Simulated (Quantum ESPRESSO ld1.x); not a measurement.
Values are calculated unless marked as measured or tabulated.
All-electron atom: the holmium ion Ho9+ in [Kr] 4d10 4f9 5s2 5p1. Code: ld1.x of Quantum ESPRESSO 7.5. Model: scalar-relativistic Kohn-Sham, PBE, spin-unpolarised, spherical densities, point nucleus.

Normalised radial functions P(r) = r R(r), r in bohr:

| r | 3d | 4s | 4d |
|---|---|---|---|
| 0.0009832 | 0.0000 | 0.1174 | 0.0000 |
| 0.001291 | 0.0000 | 0.1454 | 0.0000 |
| 0.001694 | 0.0001 | 0.1788 | 0.0000 |
| 0.002223 | 0.0002 | 0.2176 | 0.0001 |
| 0.002918 | 0.0004 | 0.2612 | 0.0002 |
| 0.003831 | 0.0009 | 0.3079 | 0.0004 |
| 0.005028 | 0.0019 | 0.3536 | 0.0009 |
| 0.0066 | 0.0039 | 0.3917 | 0.0019 |
| 0.008663 | 0.0082 | 0.4111 | 0.0040 |
| 0.01137 | 0.0169 | 0.3967 | 0.0083 |
| 0.01493 | 0.0345 | 0.3296 | 0.0168 |
| 0.01959 | 0.0688 | 0.1923 | 0.0335 |
| 0.02571 | 0.1337 | -0.0214 | 0.0649 |
| 0.03375 | 0.2507 | -0.2891 | 0.1213 |
| 0.0443 | 0.4488 | -0.5411 | 0.2155 |
| 0.05862 | 0.7670 | -0.6543 | 0.3635 |
| 0.07694 | 1.1934 | -0.4819 | 0.5518 |
| 0.101 | 1.6839 | 0.0119 | 0.7417 |
| 0.1326 | 2.1028 | 0.6392 | 0.8353 |
| 0.174 | 2.2555 | 0.9671 | 0.6947 |
| 0.2284 | 2.0021 | 0.5871 | 0.2245 |
| 0.2998 | 1.4052 | -0.4269 | -0.4971 |
| 0.3935 | 0.7381 | -1.3962 | -1.1723 |
| 0.5165 | 0.2707 | -1.6279 | -1.4526 |
| 0.6779 | 0.0635 | -1.1366 | -1.2385 |
| 0.8899 | 0.0086 | -0.5029 | -0.7601 |
| 1.168 | 0.0006 | -0.1359 | -0.3289 |
| 1.533 | 0.0000 | -0.0203 | -0.0933 |
| 2.012 | 0.0000 | -0.0014 | -0.0154 |
| 2.641 | 0.0000 | 0.0000 | -0.0013 |
| 3.467 | 0.0000 | 0.0000 | 0.0000 |

3d: eigenvalue -1490.0 eV, 0 radial nodes, <r> = 0.208 bohr, 90 % of the charge inside 0.323 bohr. 4s: eigenvalue -558.66 eV, 3 radial nodes at r = 0.0251, 0.100, 0.270 bohr, <r> = 0.517 bohr, 90 % of the charge inside 0.743 bohr. 4d: eigenvalue -307.23 eV, 1 radial node at r = 0.250 bohr, <r> = 0.589 bohr, 90 % of the charge inside 0.883 bohr.
